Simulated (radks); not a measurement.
The numbers below are computed, except where a source is named.
All-electron atom: Pb4+ in [Xe] 4f14 5d10 (the NIST ground configuration). Level of theory: Dirac Kohn-Sham, PBE, spin-unpolarised, spherical densities, finite nucleus; Fermi nuclear charge, rms radius 5.5012 fm (a radial shooting solver on a logarithmic mesh with Libxc functionals).

Unscreened Slater integrals over Kohn-Sham orbitals (cm^-1). Large and small components are both included.

F0(5d5/2,5d5/2): 155090
F2(5d5/2,5d5/2): 81579
F4(5d5/2,5d5/2): 54616
F0(5d5/2,5d3/2): 157450
F2(5d5/2,5d3/2): 82745
G2(5d5/2,5d3/2): 82610
G4(5d5/2,5d3/2): 55330
F0(5d5/2,5p3/2): 171940
F2(5d5/2,5p3/2): 87765
G1(5d5/2,5p3/2): 107980
G3(5d5/2,5p3/2): 67281
F0(5d5/2,5p1/2): 177230
G3(5d5/2,5p1/2): 61757
F0(5d3/2,5d3/2): 159950
F2(5d3/2,5d3/2): 84122
F0(5d3/2,5p3/2): 175360
F2(5d3/2,5p3/2): 90514
G1(5d3/2,5p3/2): 112930
G3(5d3/2,5p3/2): 70386
F0(5d3/2,5p1/2): 181070
G1(5d3/2,5p1/2): 105350
F0(5p3/2,5p3/2): 196990
F2(5p3/2,5p3/2): 106310
F0(5p3/2,5p1/2): 205760
G2(5p3/2,5p1/2): 107490
F0(5p1/2,5p1/2): 216330
